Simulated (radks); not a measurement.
The numbers below are computed, except where a source is named.
Neutral dysprosium inside a hard spherical wall (all orbitals vanish at R), configuration held at [Xe] 4f10 6s2 and not refilled when levels cross. Level of theory: scalar-relativistic Kohn-Sham, PBE, spin-polarised, spherical densities, finite nucleus; open shells are filled with parallel spins first (spin-orbit coupling, left out, can overturn this in heavy ions); Fermi nuclear charge, rms radius 5.2218 fm (a radial shooting solver on a logarithmic mesh with Libxc functionals). Eigenvalues in eV for spin up, with the zero of energy where the potential of the charges vanishes at infinity; a dash marks a level that is unbound or too diffuse for the functional's potential to be trusted. A positive occupied level is held by the wall or, in an anion where self-interaction has pushed it up, behind a barrier. The pressure on the wall is -dE/dV.

\begin{tabular}{lrrrrrrrrr}
R (bohr) & E (hartree) & kinetic (hartree) & e(5s) & e(5p) & e(4f) & e(6s) & e(5d, empty) & e(6p, empty) & pressure (GPa) \\ \hline
free & -12156.2832 & 13112.525 & -49.686 & -25.920 & -4.369 & -3.805 & -1.303 & -1.178 & 0 \\
15 & -12156.2832 & 13112.525 & -49.684 & -25.917 & -4.366 & -3.803 & -1.299 & -1.162 & 0.000192 \\
12 & -12156.2829 & 13112.529 & -49.651 & -25.885 & -4.334 & -3.778 & -1.265 & -1.073 & 0.00600 \\
10 & -12156.2806 & 13112.548 & -49.516 & -25.751 & -4.201 & -3.672 & -1.135 & -0.815 & 0.0585 \\
7 & -12156.2399 & 13112.770 & -48.406 & -24.663 & -3.106 & -2.557 & -0.048 & 1.213 & 1.91 \\
6 & -12156.1732 & 13113.057 & -47.380 & -23.673 & -2.077 & -1.175 & 1.043 & 3.470 & 6.75 \\
5 & -12155.9923 & 13113.753 & -45.590 & -21.976 & -0.225 & 2.011 & 3.145 & 8.357 & 27.6 \\
3.5 & -12154.6557 & 13118.775 & -38.509 & -15.166 & 7.812 & 20.574 & 12.810 & 33.631 & 419 \\
2 & -12135.4403 & 13183.297 & 9.949 & 40.384 & 60.799 & 187.10 & 88.133 & 222.95 & 26300 \\
\end{tabular}
